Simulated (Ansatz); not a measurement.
Reaction (formal exchange of groups at a C–O bond): `OC(F)CF` + `CC(F)F` → `FCC(F)CC(F)F` + H₂O

Gas-phase electronic energies from Ansatz, PBE0-D4/def2-TZVP geometries. CBS: MP2 limit from def2 TZ/QZ plus the TZ coupled-cluster correction, frozen cores. This one scheme is used for every species. DFT in def2-TZVPP. B3LYP here is the variant with VWN-RPA as its local correlation; programs differ in this. One conformer a species, not always the lowest.

```csv
level,ΔE (kcal/mol),difference from CCSD(T)/CBS
PBE-D4,0.1,3.0
r2SCAN-D4,0.3,3.2
B3LYP-D4,0.0,2.9
PBE0,0.4,3.3
r2SCANh,0.4,3.3
r2SCAN0,0.1,3.0
SCS-MP2/def2-TZVPP,-1.8,1.1
CCSD/def2-TZVPP,-1.6,1.3
MP2/def2-QZVPP,-3.5,-0.6
HF/CBS(def2),1.7,4.6
CCSD(T)/CBS,-2.9,0
```

Largest T1 diagnostic among the species: 0.011.

From PBE to PBE0 (25 % exact exchange), in def2-TZVPP and without D4, ΔE moves by −0.7 kcal/mol. At CCSD(T), def2-SVP lies +4.5 kcal/mol from the extrapolated value and def2-TZVPP +1.1 kcal/mol.
